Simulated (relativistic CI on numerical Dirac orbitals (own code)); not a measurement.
Calculated at this level of theory: Dirac-Coulomb-Breit CI, KLI orbitals optimised for each configuration, model QED, unscaled Slater integrals (own radial code, finite nucleus).

The strongest absorption lines from the ground level of an ion, among the configurations computed and to levels below about 1730 eV (vacuum wavelength in nm, gf): 0.71656 (0.052), 0.71698 (0.027), 0.79868 (0.12), 0.79971 (0.063), 1.0621 (0.49), 1.0664 (0.26), 19.165 (0.096), 25.434 (0.035).

Q: Which ion is it?
A. Ti XX
B. Cr XXII
C. Fe XXIV
D. Fe XXVI

A: C. Fe XXIV has 3 electrons and the ground level 2s 2S_1/2; the strongest line goes to 3p 2P°_3/2. The pattern of lines fixes the number of electrons, and along that sequence the line energies rise steadily with the charge (about as its square where n changes within one kind of shell, about linearly where n is kept but much faster in heavy ions where fine structure, which grows about as Z⁴, sets the gap, and irregularly where shells cross), which fixes Z. Configurations outside the model, such as inner-shell arrays, can give stronger lines. At this charge energies of transitions that change n are usually good to better than 1 %, and those within a shell (Δn = 0) to a few per cent.
